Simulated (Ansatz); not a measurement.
Ideal-gas functions of `[NH]=[V]([F])([F])[F]` at 600 K and 1 bar, from an Ansatz frequency run at PBE0-D4/def2-TZVP.

Molar mass 122.95 g/mol, point group C3v (symmetry number 3), electronic degeneracy 1, moments of inertia 134.931, 134.938, 152.796 u Å². Harmonic wavenumbers (cm⁻¹, unscaled): 202, 202, 268, 276, 276, 435, 435, 726, 803, 803, 1127, 3617.

Use S(trans) = R[1.5 ln M + 2.5 ln T − 1.1517]; rotational temperatures θ = 24.2544 K / I; S(rot) = R[ln(√π/σ · √(T³/θAθBθC)) + 1.5]; for each mode x = 1.438777 ν̃/T, S = R[x/(eˣ − 1) − ln(1 − e⁻ˣ)] and H = RT x/(eˣ − 1); 1 cm⁻¹ = 0.0119627 kJ/mol; R = 8.31446 J/(mol·K).

**Question.** By hand: the entropy, in J/(mol·K).

**Answer.** Translation 183.4. Rotation: θ = 0.1798, 0.1797, 0.1587 K, giving 109.8. Vibration, mode by mode: 14.42, 14.42, 12.13, 11.90, 11.90, 8.33, 8.33, 4.68, 4.04, 4.04, 2.19, 0.01, in all 96.4. Electronic 0.0. Sum 389.6 J/(mol·K).

**Question.** By hand: H − E and G − E in kJ/mol, counted from the electronic energy.

**Answer.** Zero-point energy ½ × 9170 × 0.0119627 = 54.8; thermal vibration 30.1; translation, rotation and pV give 4 RT = 20.0. H − E = 104.9 kJ/mol, and G − E = 104.9 − 600 × 389.6/1000 = -128.9 kJ/mol.

Vibration gives 25 % of the entropy. The sum counts one conformer and one mirror image; others add a mixing term.
